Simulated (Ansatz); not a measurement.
System: CH4B, charge 0, doublet. CH4B (SMILES [CH2]B, doublet).
B3LYP-D3(BJ)/def2-TZVP minimum from Ansatz (a program for electronic structure):
```
B
H 1 1.1929
H 1 1.1929 2 119.39
C 1 1.5225 2 120.30 3 180.00
H 4 1.0861 1 123.12 2 -167.06
H 4 1.0861 5 113.75 1 180.00
```
Charge 0, spin multiplicity 2.

Total energies in hartree (Ansatz). Open shells are spin-unrestricted; no spin-orbit coupling. Correlated methods leave the cores frozen. No relativity. Where a partner has so few electrons that a lower coupled-cluster level is exact, that level stands in.

| species | HF/cc-pVTZ | CCSD(T)/cc-pVTZ | HF/cc-pVQZ | CCSD(T)/cc-pVQZ | CCSDT(Q)/cc-pVTZ |
|---|---|---|---|---|---|
| 1: CH4B (SMILES B[CH2], doublet) | -64.84764 | -65.13779 | -64.85191 | -65.15561 | -65.13891 |
| 2: B (doublet) | -24.53207 | -24.59810 | -24.53297 | -24.60084 | -24.59852 |
| 3: H (doublet) | -0.49981 | -0.49981 | -0.49995 | -0.49995 | -0.49981 |
| 4: C (triplet) | -37.69157 | -37.78076 | -37.69331 | -37.78654 | -37.78126 |

Work out the atomisation energy (electronic, to ground-state atoms) in kcal/mol: take Hartree-Fock from cc-pVQZ, extrapolate the CCSD(T) correlation energy as X^-3 (X = 3, 4), and add CCSDT(Q) - CCSD(T) in cc-pVTZ. 1 hartree = 627.51 kcal/mol.


Species 1: correlation (64·(-0.30370) - 27·(-0.29015))/37 = -0.31359; step -0.00112; E1 = -64.85191 + (-0.31359) + (-0.00112) = -65.16662
Species 2: correlation (64·(-0.06787) - 27·(-0.06603))/37 = -0.06921; step -0.00042; E2 = -24.53297 + (-0.06921) + (-0.00042) = -24.60260
Species 3: correlation (64·(0.00000) - 27·(0.00000))/37 = 0.00000; step +0.00000; E3 = -0.49995 + (0.00000) + (+0.00000) = -0.49995
Species 4: correlation (64·(-0.09323) - 27·(-0.08919))/37 = -0.09618; step -0.00050; E4 = -37.69331 + (-0.09618) + (-0.00050) = -37.78999
-1·E1 +1·E2 +4·E3 +1·E4 = 0.77423 hartree = 485.8 kcal/mol.
